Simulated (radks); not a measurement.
Results of a calculation; reference values are marked as such.
W, 74 electrons, occupied as [Xe] 4f14 5d3 6s2 6d1 (not the ground configuration). Code: a radial shooting solver on a logarithmic mesh with Libxc functionals. Model: Dirac Kohn-Sham, PBE, spin-unpolarised, spherical densities, finite nucleus; open shells fill j = l - 1/2 first; Fermi nuclear charge, rms radius 5.3658 fm.

Radial electron density D(r) = 4 pi r^2 rho(r):

r (bohr)   D(r) (e/bohr)
0.0009565          7.331
0.001131           9.485
0.001349           12.36
0.001596           15.81
0.001903           20.33
0.002251           25.62
0.002663           31.98
0.003176           39.86
0.003757           48.53
0.00448            58.65
0.005299           68.97
0.006319           79.86
0.007475           89.53
0.008842           97.55
0.01054            103.1
0.01247            105.0
0.01487            103.4
0.01759            99.27
0.02098            94.63
0.02482            92.87
0.02936            96.36
0.03501            106.5
0.04141            120.0
0.04938            132.0
0.05841            135.1
0.06965            127.2
0.0824             113.9
0.09747            105.1
0.1162             108.6
0.1375             119.6
0.1639             123.6
0.1939             109.4
0.2313             82.82
0.2736             65.40
0.3236             65.71
0.3859             74.43
0.4565             73.81
0.5443             59.17
0.6439             40.93
0.7678             27.01
0.9083             19.90
1.074              15.49
1.281              11.19
1.516              7.359
1.807              4.446
2.138              2.835
2.549              1.882
3.016              1.240
3.567             0.7205
4.254             0.3457
5.032             0.1634
6                 0.1003
7.098             0.1003
8.464             0.1117
10.01             0.1098
11.84            0.08622
14.12            0.04821
16.71            0.02067
19.92           0.006159
23.57           0.001337
28.1           0.0001741

D(r) has 5 maxima, at r = 0.0126, 0.0566, 0.158, 0.418, 9.10 bohr, and minima at 0.0244, 0.101, 0.296, 6.45 bohr, inside which lie 2.02, 11.08, 29.96, 73.14 electrons.
